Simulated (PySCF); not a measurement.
## Working out the ionisation energy of Se

Se [Ar] 3d10 4s2 4p4 (3P) → Se⁺ [Ar] 3d10 4s2 4p3 (4S). Calculation: PySCF 2.14, in x2c-QZVPPall; scalar relativity by spin-free X2C-1e. Frozen: [Ar] 3d10. Energies in hartree (1 hartree = 27.21139 eV):

| part | Se (lower) | Se⁺ (upper) |
| --- | --- | --- |
| UHF | -2428.147756 | -2427.833899 |
| CCSD correlation | -0.127079 | -0.093846 |
| (T) | -0.004394 | -0.002995 |

Q: What does Hartree-Fock give?

A: (-2427.833899) − (-2428.147756) = 0.313857 hartree = 8.540 eV.

Q: What do CCSD and CCSD(T) give?

A: The CCSD correlation energies differ by 0.033233 hartree = 0.904 eV and the triples by 0.001399 hartree = 0.038 eV, so CCSD gives 9.444 eV and CCSD(T) 9.482 eV.

Measured between the centres of the two terms (NIST): 9.635 eV, so CCSD(T) (valence) is off by -0.153 eV.

What remains against the reference includes basis incompleteness, the frozen core and higher excitations.
